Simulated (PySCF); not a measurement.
NMR data simulated for an unnamed compound:

¹H NMR (300 MHz, computed): δ 7.64 (d, 1H), 5.03 (d, 1H), 4.73 (s, 6H), 3.78 (br, 2H).

¹³C{¹H} NMR (computed): δ 182.1 (CH), 180.5 (C), 91.6 (CH).

How the numbers were obtained: σ from GIAO-PBE0/pcSseg-1, geometry from PBE0-D3(BJ)/def2-SVP, in PySCF 2.14 (non-relativistic, one averaged value for each set of equivalent atoms, isolated molecule, one computed conformer).

References, each an isolated molecule treated in the same way: ¹H (31.27 ppm), ¹³C (184.41 ppm) vs TMS.

**Question.** Which of these does the molecule contain: a ketone, an amide, a non-aromatic C=C double bond, a Si–H bond, a CF3 group, a vinyl group CH=CH2?

**Answer.** 
- A ketone: no.
- An amide: yes (δC 180.5).
- A non-aromatic C=C double bond: yes.
- A Si–H bond: yes (δH 4.73 (s)).
- A CF3 group: no.
- A vinyl group CH=CH2: no.

The data belong to SMILES [SiH3]N([SiH3])C1=[O+][BH2-]OC=C1, C3H10BNO2Si2; they needn't prove each group on their own.

Carbon signals by region: 2 in the far downfield region (above 160 ppm), 1 at 50–100 ppm. Above 160 ppm: 182.1, alkene carbon bearing oxygen, 180.5, amide carbonyl carbon.

Hydrogens on boron are broadened and split by ¹¹B (spin 3/2, 80 %) and 10B (spin 3). Shifts are as computed. Against solution values, carbons near 30 ppm lie about +2 ppm off and those near 130 ppm about +5 ppm. Of 1309 compounds with measured shifts, 239 miss one by over three times the rms of a fit or turn the order of signals round; such compounds aren't used in these exercises. No couplings were computed; multiplicities are counted from neighbouring protons, with m where these are inequivalent, close in shift, in a saturated or five-membered ring or joined by F or P, and br s for small geminal =CH2 splittings.
